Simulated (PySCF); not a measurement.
H8Si2Sn, SMILES [SiH3][SnH2][SiH3]. Atoms are numbered in the order given.

```xyz
11

Sn     0.0000     0.5792     0.0000
Si     0.0000    -0.8918     2.1062
Si     0.0000    -0.8918    -2.1062
H      1.3857     1.5920     0.0000
H     -1.3851     1.5928     0.0000
H     -1.2164    -1.7610     2.1168
H      0.0053    -0.0575     3.3468
H      1.2113    -1.7682     2.1111
H      1.2113    -1.7682    -2.1111
H      0.0053    -0.0575    -3.3468
H     -1.2164    -1.7610    -2.1168
```

Geometry: PBE0-D3(BJ)/def2-SVP. The structure was generated by enumeration; whether it is a known compound was not checked. The def2 effective core potentials stand for the cores of Sn; spin–orbit coupling is left out.

Computed with PySCF with PBE/def2-TZVP.

ESP charges are fitted to the potential on shells at 1.4 to 2.0 van der Waals radii. Atomic charges (e):

```tsv
atom	ESP fit	Löwdin
Sn1	0.23	0.08
Si2	0.00	0.07
Si3	0.00	0.07
H4	-0.08	-0.04
H5	-0.08	-0.04
H6	-0.01	-0.02
H7	-0.01	-0.02
H8	-0.01	-0.02
H9	-0.01	-0.02
H10	-0.01	-0.02
H11	-0.01	-0.02
```
